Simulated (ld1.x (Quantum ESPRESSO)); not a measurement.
## Reading a pseudo-wave (neodymium (Nd))

Columns: radius, all-electron u(r) and pseudo u(r) of the 5d shell (level -7.54 eV) of neodymium in the configuration [Kr] 4d10 4f4 5s2 5p6 5d0 6s1 6p0; LDA (PZ), scalar-relativistic, TM scheme, ld1.x (Quantum ESPRESSO) 7.5.

```csv
r (bohr),all-electron,pseudo
0.182,0.1568,0.0020
0.365,-0.1420,0.0153
0.548,-0.2628,0.0488
0.730,-0.1542,0.1060
0.912,0.0337,0.1851
1.095,0.2179,0.2797
1.277,0.3666,0.3779
1.460,0.4763,0.4695
1.642,0.5502,0.5441
1.825,0.5957,0.5972
2.007,0.6188,0.6272
2.190,0.6254,0.6369
2.372,0.6197,0.6307
2.555,0.6053,0.6135
2.738,0.5847,0.5896
2.920,0.5601,0.5624
3.102,0.5329,0.5337
3.285,0.5041,0.5043
3.468,0.4746,0.4746
3.650,0.4452,0.4452
3.832,0.4161,0.4161
4.015,0.3875,0.3875
4.198,0.3597,0.3597
4.380,0.3332,0.3332
4.562,0.3079,0.3079
4.745,0.2836,0.2836
```

Question: How many radial nodes do the two functions have?

Answer: The all-electron 5d function has n − l − 1 = 2; the pseudo-wave has 0, since the states of the same l below it are removed with the core.

Question: At about which radius was the pseudo-wave matched?

Answer: 3.65 bohr. The columns agree to 0.0005 from 3.29 bohr on; several derivatives are matched, so the curves merge somewhat inside the radius.

Question: Where does each function peak?

Answer: Outermost all-electron maximum near 2.19 bohr, pseudo maximum near 2.19 bohr (to the table’s step).

Question: Is the pseudo-wave norm-conserving?

Answer: Yes: the TM scheme keeps the norm inside the radius equal to the all-electron one, which fixes the energy derivative of the logarithmic derivative at the level.
